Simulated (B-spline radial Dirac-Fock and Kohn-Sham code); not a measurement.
**Satellites and hypersatellites of the K lines of La⁺**

System: La⁺ in the configuration [Xe] 5d2.

Method: ΔSCF Dirac-Fock with Breit, self-energy and vacuum polarisation, finite nucleus, configuration average. Computed with a radial finite-basis atomic code. Each two-hole energy is an average over J within one jj subconfiguration, not an observable level; in light atoms, where LS coupling holds, the j-resolved values are not observed lines, and for a K spectator the Kα1 hypersatellite is nearly forbidden. Electron correlation is not included.

Lines without a spectator: Kα2 (K-L2) 33031.5 eV, Kα1 (K-L3) 33439.5 eV, Kβ3 (K-M2) 37714.7 eV, Kβ1 (K-M3) 37795.8 eV. Shifts in eV with one spectator hole (a dash: not computed, or left out as unreliable):

| spectator hole | Kα2 | Kα1 | Kβ3 | Kβ1 |
| --- | --- | --- | --- | --- |
| K (1s) | +681.0 | +709.9 | +872.9 | +879.3 |
| L2 (2p1/2) | +78.2 | +100.4 | – | +206.9 |
| L3 (2p3/2) | +71.5 | +73.3 | +175.7 | – |
| M2 (3p1/2) | – | +12.69 | +27.63 | +33.3 |
| M3 (3p3/2) | +8.54 | – | +26.92 | +26.54 |
| M4 (3d3/2) | +1.86 | -1.24 | – | – |
| M5 (3d5/2) | -1.99 | +0.47 | – | – |

With n spectator holes in 2p, averaged over the 2p shell (energies in eV):

```tsv
n	KαLⁿ	step	hypersatellite KαʰLⁿ
0	33303.4	–	34003.7
1	33383.9	+80.4	34085.7
2	33465.6	+81.7	34169.0
3	33548.7	+83.1	34253.8
4	33633.2	+84.5	34339.8
5	33719.0	+85.8	34427.3
```
